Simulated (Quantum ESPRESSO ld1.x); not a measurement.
Values are calculated unless marked as measured or tabulated.
In, 49 electrons, occupied as [Kr] 4d10 5s1 5p1 5d1 (not the ground configuration).

Code: ld1.x of Quantum ESPRESSO 7.5. Model: Dirac Kohn-Sham, LDA (Slater exchange, VWN5 correlation), spin-unpolarised, spherical densities, point nucleus; open shells fill j = l - 1/2 first.

Energy parts (eV):
| part | energy |
|---|---|
| total | -159940 |
| kinetic | 168018 |
| electron-nucleus | -388029 |
| Hartree | 64276 |
| exchange-correlation | -4204 |

Orbitals (lengths in bohr, moments of r in powers of bohr; <r^-3> diverges for s and p1/2; r(max) is where P^2 peaks):
orbital	occ.	eigenvalue (eV)	r(max)	<r^-3>	<r^2>	small-component weight
1s1/2	2	-27709.0	0.01923	-	0.001197	3.23e-02
2s1/2	2	-4153.10	0.1088	-	0.01945	6.81e-03
2p1/2	2	-3875.54	0.08385	-	0.01447	6.83e-03
2p3/2	4	-3664.97	0.08829	4015	0.01578	6.53e-03
3s1/2	2	-791.933	0.3161	-	0.1394	1.95e-03
3p1/2	2	-679.769	0.3022	-	0.1343	1.90e-03
3p3/2	4	-641.739	0.3125	738.4	0.1430	1.81e-03
3d3/2	4	-442.578	0.2562	115.3	0.1237	1.70e-03
3d5/2	6	-434.778	0.2591	107.9	0.1263	1.68e-03
4s1/2	2	-124.751	0.7693	-	0.8144	5.20e-04
4p1/2	2	-88.0245	0.7983	-	0.9287	4.60e-04
4p3/2	4	-81.2935	0.8235	130.5	0.9937	4.34e-04
4d3/2	4	-24.5141	0.9250	13.28	1.629	2.85e-04
4d5/2	6	-23.6403	0.9353	12.26	1.676	2.78e-04
5s1/2	1	-12.5668	2.089	-	6.866	6.78e-05
5p1/2	1	-6.2457	2.536	-	11.19	4.14e-05
5p3/2	0	-5.7984	2.640	8.608	12.14	3.82e-05
5d3/2	1	-0.7153	6.883	0.1203	86.09	4.91e-06
5d5/2	0	-0.7075	6.963	0.1128	87.39	4.84e-06

The highest occupied level is 5d3/2 at -0.715 eV. The configuration is held as typed, so some empty levels lie below it. Summed over all electrons, <r^2> = 130.7 bohr^2, which gives a Langevin (diamagnetic) susceptibility term of -104 x 10^-6 cm^3/mol. The density falls to 0.001 e/bohr^3 at r = 4.51 bohr.
